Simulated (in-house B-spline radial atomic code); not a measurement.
Results of a calculation; reference values are marked as such.
**Ghost states of the separable form: Nb**

Nb, [Kr] 4d4 5s1, non-relativistic LDA (VWN5), spherical and spin-unpolarised, from an all-electron radial atomic-structure program (B-spline basis) (atomic units; all potentials screened as in the neutral atom).

Troullier-Martins channels: 5s (ε = -0.1443, r_c = 3.281 bohr), 4p (ε = -1.2500, r_c = 1.323 bohr), 4d (ε = -0.1253, r_c = 1.786 bohr). In the Kleinman-Bylander form one channel serves as the local potential, and each other channel l becomes |δV u><u δV|/<u|δV|u>, with δV = V_l − V_local and u the pseudo-orbital. Its strength is E_KB = <u|δV²|u>/<u|δV|u>. By the analysis of Gonze, Stumpf and Scheffler a spurious state lies below the reference level ε if E_KB > 0 and ε is above the second level of the local potential alone, or if E_KB < 0 and ε is above its first. The table's levels are those of angular momentum l in a sphere of 9 bohr, whose wall can lift a shallow ε a little above its free-atom value.

| local | channel | <u δV u> | <u δV² u> | ε | first local level | second local level |
| --- | --- | --- | --- | --- | --- | --- |
| d | s | 0.15077 | 0.37559 | -0.1421 | -4.0344 | -0.5562 |
| d | p | 0.3125 | 1.157 | -1.2501 | -1.8010 | -0.0757 |
| s | d | -1.6952 | 6.7519 | -0.1250 | 0.0756 | 0.3316 |
| s | p | -3.3266 | 13.894 | -1.2501 | -0.0493 | 0.1980 |
| p | d | -0.072988 | 0.28786 | -0.1250 | -0.0823 | 0.1344 |
| p | s | 0.14691 | 0.32732 | -0.1421 | -2.3591 | -0.1990 |

(1) Apply the rule to each row.

Diagonalising the separable Hamiltonian gives:

```json
{"local": "d", "channel": "s", "three lowest levels": "-2.6763, -0.1421, 0.1258", "all-electron, two lowest valence levels": "-0.1421, 0.1273"}
{"local": "d", "channel": "p", "three lowest levels": "-1.2501, -0.0310, 0.2196", "all-electron, two lowest valence levels": "-1.2501, -0.0310"}
{"local": "s", "channel": "d", "three lowest levels": "-0.1250, 0.1242, 0.4409", "all-electron, two lowest valence levels": "-0.1250, 0.1220"}
{"local": "s", "channel": "p", "three lowest levels": "-1.2501, -0.0103, 0.2613", "all-electron, two lowest valence levels": "-1.2501, -0.0310"}
{"local": "p", "channel": "d", "three lowest levels": "-0.1250, 0.1219, 0.4260", "all-electron, two lowest valence levels": "-0.1250, 0.1220"}
{"local": "p", "channel": "s", "three lowest levels": "-0.6604, -0.1421, 0.1279", "all-electron, two lowest valence levels": "-0.1421, 0.1273"}
```

(2) Which choices of local channel are safe?

Answers

(1) Local d, channel s: E_KB = +2.49, so ε = -0.1421 is set against -0.5562: a ghost. Local d, channel p: E_KB = +3.7, so ε = -1.2501 is set against -0.0757: no ghost. Local s, channel d: E_KB = -3.98, so ε = -0.1250 is set against 0.0756: no ghost. Local s, channel p: E_KB = -4.18, so ε = -1.2501 is set against -0.0493: no ghost. Local p, channel d: E_KB = -3.94, so ε = -0.1250 is set against -0.0823: no ghost. Local p, channel s: E_KB = +2.23, so ε = -0.1421 is set against -0.1990: a ghost.

(2) Free of ghosts: s. With d local the s channel has a ghost 2.53 hartree below ε, since the local potential binds more than one state below ε, and a repulsive term of rank one raises each level at most to the next, so it clears only one of them. With p local the s channel has a ghost 0.52 hartree below ε, since the local potential binds more than one state below ε, and a repulsive term of rank one raises each level at most to the next, so it clears only one of them. Among the safe choices the second level, which tests transfer, is off by at most 20.7 millihartree (s local).
